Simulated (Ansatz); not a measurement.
Job for Ansatz (a program for electronic structure): R-CAM-B3LYP/def2-TZVPP on C2H6GeO (SMILES C[O][Ge][CH3]).

Ansatz 0.2 input:
```yaml
crystal:
  periodic: [false, false, false]
  atoms:
    - {symbol: C, position_ang: [2.00404557, -0.38514730, -0.02450112]}
    - {symbol: O, position_ang: [0.63625849, -0.10511674, 0.21162193]}
    - {symbol: Ge, position_ang: [-0.54367896, 0.12443652, -1.13382345]}
    - {symbol: C, position_ang: [-2.09251210, 0.40970616, 0.10182050]}
    - {symbol: H, position_ang: [2.26459943, -1.34302467, 0.43332387]}
    - {symbol: H, position_ang: [2.61943811, 0.39355656, 0.43359812]}
    - {symbol: H, position_ang: [2.24362001, -0.43416411, -1.09353014]}
    - {symbol: H, position_ang: [-2.35068434, -0.54839440, 0.56384569]}
    - {symbol: H, position_ang: [-2.96918579, 0.78957123, -0.42469015]}
    - {symbol: H, position_ang: [-1.81190042, 1.09857676, 0.90111372]}
basis:
  gaussian:
    orbitals: def2-TZVPP
hamiltonian:
  xc: {name: CAM-B3LYP}
scf: {lower_state_search: off}
```

### Question
What total energy does the run end on?

### Answer
-2232.1623 hartree.

### Question
How many basis functions does it have, and what does it roughly cost on one machine?

### Answer
225 functions; around 6 core-seconds (rough).
